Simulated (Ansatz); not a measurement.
# Energy profile

The step: AlH₃SO ([OH][AlH][SH]) → AlHSO ([OH][Al][S]) + H₂; bonds formed: H2–H4; bonds broken: Al1–H2, S3–H4 (atoms numbered as in the saddle structure below).

Al1  (-0.215, -0.036, -0.034)
H2  (1.514, 0.120, -0.407)
S3  (-0.615, -0.486, -1.996)
H4  (1.043, -0.109, -1.228)
O5  (-0.448, 0.262, 1.596)
H6  (-1.278, 0.250, 2.070)
(Å)

Electronic energies by CCSD(T) at an estimated basis limit (MP2 extrapolated from triple and quadruple zeta, plus CCSD(T) − MP2 in triple zeta), on PBE0-D4/def2-TZVP structures; AlH$_{3}$SO, closed shell; no counterpoise correction. Computed with Ansatz 0.2.0 (basis: def2-TZVPP and def2-QZVPP); correlated methods freeze the cores. Extrapolation: Hartree–Fock as exp(−7.88 √X), correlation as X^−2.97.

Task: Give the profile in eV, counted from the start structure. (Judge from chemistry; the value comes from the calculation.)

Result: Computed:
| point | eV |
| --- | --- |
| start structure | 0.000 |
| saddle | 1.973 |
| end structure | 1.331 |
| separated: AlHSO (linked as [OH][Al][S]; Al1, S3, O5, H6; singlet) + H$_{2}$ (H2, H4; singlet) | 1.396 |

No T1 diagnostic of these runs exceeds 0.018.

For scale, one of the runs: CCSD(T)/def2-TZVPP, 157 basis functions, launched by `ansatz run in.yaml --threads 2 --pin off --events-out ev --progress --plain --max-ram 4352MiB`. The run took 14 s on 2 CPU threads of an Arm Neoverse V2 (shared host), with 1 GiB of host memory at its peak.
